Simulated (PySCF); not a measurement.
PySCF 2.14 output of an unrestricted r2SCAN calculation on a single atom or ion in aug-cc-pVTZ-X2C, with scalar relativity by spin-free X2C-1e:

```
SCF conv_tol = 1e-09
number electrons alpha = 29  beta = 28
    J. W. Furness, A. D. Kaplan, J. Ning, J. P. Perdew, and J. Sun.,  J. Phys. Chem. Lett. 11, 8208-8215 (2020)
    J. W. Furness, A. D. Kaplan, J. Ning, J. P. Perdew, and J. Sun.,  J. Phys. Chem. Lett. 11, 9248-9248 (2020)
    J. W. Furness, A. D. Kaplan, J. Ning, J. P. Perdew, and J. Sun.,  J. Phys. Chem. Lett. 11, 8208-8215 (2020)
    J. W. Furness, A. D. Kaplan, J. Ning, J. P. Perdew, and J. Sun.,  J. Phys. Chem. Lett. 11, 9248-9248 (2020)
cycle= 1 E= -8134.72756830879  delta_E= -0.00134  |g|= 0.0412  |ddm|= 0.831
cycle= 2 E= -8134.72117134666  delta_E= 0.0064  |g|= 0.0709  |ddm|= 0.764
cycle= 3 E= -8134.73162637616  delta_E= -0.0105  |g|= 0.00601  |ddm|= 0.518
cycle= 4 E= -8134.73200658247  delta_E= -0.00038  |g|= 0.00343  |ddm|= 0.0958
cycle= 5 E= -8134.73217861563  delta_E= -0.000172  |g|= 0.00245  |ddm|= 0.0515
cycle= 6 E= -8134.73223178557  delta_E= -5.32e-05  |g|= 0.000442  |ddm|= 0.0529
cycle= 7 E= -8134.73223401729  delta_E= -2.23e-06  |g|= 0.000166  |ddm|= 0.0109
cycle= 8 E= -8134.73223425962  delta_E= -2.42e-07  |g|= 4.69e-05  |ddm|= 0.00325
cycle= 9 E= -8134.73223429241  delta_E= -3.28e-08  |g|= 1.97e-05  |ddm|= 0.00207
cycle= 10 E= -8134.73223429664  delta_E= -4.23e-09  |g|= 5.9e-06  |ddm|= 0.00079
cycle= 11 E= -8134.73223429715  delta_E= -5.14e-10  |g|= 1.8e-06  |ddm|= 0.000373
converged SCF energy = -8134.73223429715  <S^2> = 0.94827924  2S+1 = 2.1893188
```

The run itself started from symmetry-adapted Hartree-Fock orbitals and held the occupation by maximum overlap, on a logarithmic radial grid, so the iterations belong to that start.

Which element, charge and spin multiplicity is this?

Ba⁻ (barium, charge -1), multiplicity 2; the state was [Xe] 5d1 6s2, 2D determinant.

Spin-orbit coupling, absent here, splits the open shell strongly. ⟨S²⟩ = 0.95 against 0.75 shows spin contamination. The configuration of this anion was assumed by filling the next shell in order. It is not the known or likely ground configuration (Ca⁻, Sr⁻ and Ba⁻, for instance, bind a p electron), so these values are not the electron affinity of the element. At r2SCAN the highest occupied level has a positive energy, so only the finite basis holds that electron.
